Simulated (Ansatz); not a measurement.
The cluster B8H13⁻. Charge -1, multiplicity 1. Geometry r2SCAN-D4/def2-SVPD, basis def2-TZVPD, Ansatz.

| atom | x (Å) | y (Å) | z (Å) |
| --- | --- | --- | --- |
| B1 | -1.110 | 0.002 | 0.672 |
| B2 | -0.558 | -1.216 | -0.486 |
| B3 | -0.334 | 1.635 | 0.350 |
| B4 | 0.479 | 1.731 | -1.296 |
| B5 | 0.345 | 0.591 | 1.564 |
| B6 | 0.288 | -0.959 | 0.985 |
| B7 | -0.843 | 0.580 | -1.009 |
| B8 | 0.812 | -2.323 | 0.058 |
| H9 | 0.139 | 2.627 | -2.046 |
| H10 | 0.673 | 0.829 | 2.698 |
| H11 | 0.339 | -3.433 | 0.091 |
| H12 | 0.778 | 2.321 | -0.186 |
| H13 | -1.463 | -1.962 | -0.749 |
| H14 | -1.836 | 0.671 | -1.689 |
| H15 | 0.777 | -2.036 | 1.487 |
| H16 | -2.180 | -0.106 | 1.211 |
| H17 | 1.558 | 1.202 | -1.511 |
| H18 | -1.057 | 2.561 | 0.653 |
| H19 | -0.097 | -0.485 | -1.476 |
| H20 | 1.999 | -2.236 | -0.177 |
| H21 | 1.291 | 0.005 | 0.858 |

| run | HOMO (eV) | LUMO (eV) |
| --- | --- | --- |
| A | -1.03 | 1.75 |
| B | -3.82 | 3.77 |
| C | -2.95 | 3.22 |
| D | -4.10 | 3.72 |
| E | -1.12 | 1.97 |
| F | -1.85 | 2.56 |

LC-ωPBE has ω = 0.4 bohr⁻¹. The structure comes from a short search, and lower isomers may exist.

**Question.** The runs used CAM-B3LYP, LC-ωPBE, PBE, PBE0, r2SCAN, ωB97X-V. Estimate which is which.

**Answer.** A PBE (0 % exact exchange); B ωB97X-V (range-separated); C CAM-B3LYP (range-separated); D LC-ωPBE (range-separated); E r2SCAN (0 % exact exchange); F PBE0 (25 % exact exchange). Exact exchange lowers occupied and raises empty levels; among semilocal functionals meta-GGAs tend to open the gap a little, and such runs are hard to tell apart. The gap grows from 2.78 eV (PBE) to 7.82 eV (LC-ωPBE).
